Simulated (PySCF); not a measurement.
**Telling isomers of C5H6F2O apart by NMR**

A single conformation, non-relativistic, gas phase, fast rotation and ring inversion assumed for equivalent nuclei. J: B3LYP/pcJ-1 (spin–dipole term left out of most H,H and C,H couplings); coordinates at the GFN2-xTB level; shieldings: GIAO PBE0/pcSseg-1; PySCF 2.14.

References, each an isolated molecule treated in the same way: 1H (31.72 ppm) and 13C (186.93 ppm) against TMS. Multiplet labels drop J under 1 Hz and among equivalent protons, and merge close values. Unscaled 3J(H,H) run several per cent high. One-bond C–F couplings are unscaled and too large by tens of Hz. Shifts are as computed. Against solution values, carbons near 30 ppm lie about +3 ppm off and those near 130 ppm about +5 ppm. Of 1211 compounds with measured shifts, 218 miss one by over three times the rms of a fit or turn the order of signals round; such compounds aren't used in these exercises.

(1) Tabulate the signals of `FC(F)O[C@]12C[C@H]1C2`, `C=C1C[C@@H]1OC(F)F` and their relative energies.

(2) What is the quickest way to tell FC(F)O[C@]12C[C@H]1C2 from C=C1C[C@@H]1OC(F)F?

Answers

(1) 
| SMILES | carbon types | δC | δH | E rel. (kcal/mol) |
| --- | --- | --- | --- | --- |
| FC(F)O[C@]12C[C@H]1C2 | 1×C 2×CH 2×CH2 | 127.3, 55.4, 36.1, 6.9 | 6.62 (t, 1H), 2.39 (t, 1H), 2.01 (m, 2H), 0.82 (m, 2H) | 5.6 |
| C=C1C[C@@H]1OC(F)F | 1×C 2×CH 2×CH2 | 138.0, 125.9, 117.6, 53.6, 14.0 | 6.38 (dd, 1H), 6.30 (m, 1H), 6.08 (m, 1H), 3.93 (m, 1H), 1.66 (m, 1H), 1.56 (m, 1H) | 0.0 |

Energies are electronic energies at PBE0/pcSseg-1 on these geometries, without zero-point or thermal terms, each for the one conformer computed, which needn't be the lowest.

(2) Count the carbon signals: 4 against 5. The first has a three-membered-ring carbon (C) at 55.4 ppm, the second a fully substituted alkene carbon (C) at 138.0 ppm. Their most deshielded carbons lie at 127.3 and 138.0 ppm.
